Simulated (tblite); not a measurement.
Record of a relaxation.

Compound: C₉H₉ (doublet state).
SMILES with atom numbers: `[CH2:1]=[C:2]1[C:3]=[CH:4][CH:5]=[C:6]1/[CH:7]=[CH:8]/[CH3:9]` (hydrogens: H10, H11 on C1; H12 on C4; H13 on C5; H14 on C7; H15 on C8; H16, H17, H18 on C9)
Bond orders are those of one Lewis drawing.

Computed with GFN2-xTB (tblite), gas phase: L-BFGS steps from a force-field or distance-geometry start until the largest atomic force falls under 0.01 eV/Å. 5 of its 94 geometries are shown.

Step 0: E = -643.7926 eV, largest atomic force 2.661 eV/Å
```
atom  x, y, z in Å  |  force x, y, z in eV/Å
C1      1.464    2.227    0.985   -0.941   0.473   0.073
C2      1.645    0.996    0.524   -0.192   0.602   0.389
C3      2.910    0.332    0.454    0.877   2.091   0.847
C4      2.812   -0.865   -0.015    0.680  -2.402  -0.922
C5      1.406   -1.105   -0.278   -0.399  -0.457  -0.269
C6      0.678   -0.005    0.043   -0.402  -0.379  -0.475
C7     -0.739    0.169   -0.172    0.029   0.089   0.251
C8     -1.633   -0.817   -0.300   -0.107   0.285  -0.034
C9     -3.095   -0.591   -0.518   -0.179   0.089   0.256
H10     0.462    2.668    1.042    0.519  -0.127  -0.021
H11     2.286    2.836    1.322   -0.026  -0.017  -0.016
H12     3.620   -1.552   -0.221   -0.268  -0.079   0.055
H13     1.032   -2.016   -0.711    0.019  -0.024   0.056
H14    -1.078    1.198   -0.209   -0.066  -0.007   0.037
H15    -1.335   -1.854   -0.251    0.073   0.016   0.033
H16    -3.676   -1.044    0.306    0.227   0.077  -0.388
H17    -3.415   -1.041   -1.458   -0.013  -0.093   0.098
H18    -3.351    0.472   -0.555    0.169  -0.140   0.029
```

Step 23: E = -643.9239 eV, largest atomic force 0.046 eV/Å
```
atom  x, y, z in Å  |  force x, y, z in eV/Å
C1      1.391    2.223    0.965    0.004   0.014   0.006
C2      1.653    0.999    0.513   -0.013   0.022   0.005
C3      2.938    0.334    0.455   -0.031  -0.034  -0.001
C4      2.832   -0.901   -0.033   -0.019   0.031   0.018
C5      1.414   -1.128   -0.310    0.017  -0.004  -0.008
C6      0.693   -0.017   -0.004    0.021  -0.011   0.006
C7     -0.724    0.200   -0.139    0.026  -0.013  -0.003
C8     -1.620   -0.778   -0.290    0.007   0.009  -0.002
C9     -3.079   -0.568   -0.501   -0.001  -0.003  -0.003
H10     0.394    2.630    0.981    0.004  -0.007  -0.003
H11     2.178    2.857    1.339   -0.011   0.009  -0.011
H12     3.603   -1.628   -0.200   -0.008  -0.003  -0.007
H13     1.037   -2.050   -0.717    0.017  -0.006   0.005
H14    -1.060    1.229   -0.121    0.010  -0.025  -0.001
H15    -1.295   -1.810   -0.272   -0.011   0.006  -0.018
H16    -3.653   -1.038    0.299    0.008   0.007   0.014
H17    -3.385   -1.037   -1.436   -0.025   0.013  -0.010
H18    -3.326    0.490   -0.540    0.005  -0.003   0.014
```

Step 46: E = -643.9290 eV, largest atomic force 0.021 eV/Å
```
atom  x, y, z in Å  |  force x, y, z in eV/Å
C1      1.360    2.219    0.937   -0.001   0.003   0.001
C2      1.641    0.988    0.516    0.013   0.003  -0.006
C3      2.932    0.335    0.489    0.019   0.008   0.002
C4      2.851   -0.898   -0.007    0.004  -0.005   0.002
C5      1.442   -1.145   -0.308    0.002   0.001   0.000
C6      0.703   -0.043   -0.013   -0.001  -0.003   0.012
C7     -0.712    0.169   -0.145   -0.004   0.003  -0.011
C8     -1.620   -0.790   -0.338   -0.007   0.000   0.000
C9     -3.081   -0.540   -0.482   -0.009  -0.006  -0.002
H10     0.359    2.617    0.923   -0.010   0.004  -0.004
H11     2.130    2.872    1.312    0.013   0.001   0.003
H12     3.635   -1.614   -0.161   -0.011  -0.005  -0.002
H13     1.086   -2.075   -0.716    0.000   0.000   0.004
H14    -1.047    1.196   -0.075   -0.009   0.004   0.011
H15    -1.311   -1.825   -0.388   -0.008   0.000  -0.005
H16    -3.628   -1.020    0.330    0.001  -0.009   0.007
H17    -3.448   -0.966   -1.416    0.002   0.002  -0.012
H18    -3.302    0.525   -0.469    0.006  -0.003   0.002
```

Step 70: E = -643.9318 eV, largest atomic force 0.039 eV/Å
```
atom  x, y, z in Å  |  force x, y, z in eV/Å
C1      1.385    2.251    0.881    0.001  -0.003  -0.023
C2      1.647    1.003    0.497    0.008  -0.020   0.009
C3      2.935    0.344    0.463    0.019   0.016   0.004
C4      2.839   -0.907    0.019    0.002  -0.012   0.003
C5      1.425   -1.156   -0.250   -0.003   0.000  -0.001
C6      0.694   -0.042    0.022   -0.002   0.000  -0.009
C7     -0.724    0.161   -0.085    0.020   0.001   0.019
C8     -1.613   -0.782   -0.404   -0.033   0.004   0.002
C9     -3.081   -0.552   -0.489    0.005  -0.007  -0.001
H10     0.389    2.661    0.868    0.003  -0.001   0.012
H11     2.171    2.906    1.216   -0.010   0.004  -0.004
H12     3.614   -1.636   -0.122    0.001   0.011   0.000
H13     1.057   -2.100   -0.609    0.009  -0.004  -0.005
H14    -1.082    1.161    0.124    0.000   0.025   0.005
H15    -1.285   -1.790   -0.611    0.006  -0.029   0.001
H16    -3.599   -1.152    0.259   -0.011  -0.018   0.020
H17    -3.459   -0.856   -1.465   -0.004  -0.001  -0.039
H18    -3.325    0.494   -0.327   -0.011   0.034   0.005
```

Step 93: E = -643.9331 eV, largest atomic force 0.010 eV/Å
```
atom  x, y, z in Å  |  force x, y, z in eV/Å
C1      1.384    2.258    0.847    0.003  -0.002   0.006
C2      1.648    1.002    0.493   -0.005  -0.001  -0.002
C3      2.941    0.353    0.442   -0.005   0.001  -0.002
C4      2.843   -0.907    0.025    0.002   0.003   0.004
C5      1.427   -1.168   -0.221    0.006  -0.003  -0.001
C6      0.693   -0.056    0.051    0.000  -0.006  -0.003
C7     -0.727    0.144   -0.041   -0.001   0.003  -0.009
C8     -1.615   -0.782   -0.410   -0.002   0.003  -0.002
C9     -3.083   -0.545   -0.496   -0.003   0.003   0.004
H10     0.384    2.659    0.853    0.004  -0.003  -0.002
H11     2.172    2.930    1.145   -0.002   0.002   0.002
H12     3.621   -1.634   -0.114    0.002   0.002  -0.005
H13     1.063   -2.117   -0.571   -0.002  -0.003   0.009
H14    -1.086    1.133    0.213    0.000   0.004   0.001
H15    -1.286   -1.779   -0.667   -0.003  -0.002   0.003
H16    -3.614   -1.205    0.192    0.005  -0.004  -0.005
H17    -3.444   -0.765   -1.502    0.005  -0.001   0.002
H18    -3.329    0.485   -0.252   -0.004   0.003   0.002
```

**Question.** Summarise the path.

**Answer.** The energy falls by 13.56 kJ/mol from step 0 to step 93; nine tenths of that is first reached at step 14. It never rises by more than 0.2 meV. The largest force goes from 2.661 to 0.010 eV/Å. Among the bonds C3=C4 changes most, from 1.290 to 1.332 Å; the atoms move by 0.211 Å rms after alignment.

What follows is the cost of the whole relaxation. Time: 0.49 s of wall time. Hardware: Arm Neoverse V2, one thread, shared host.
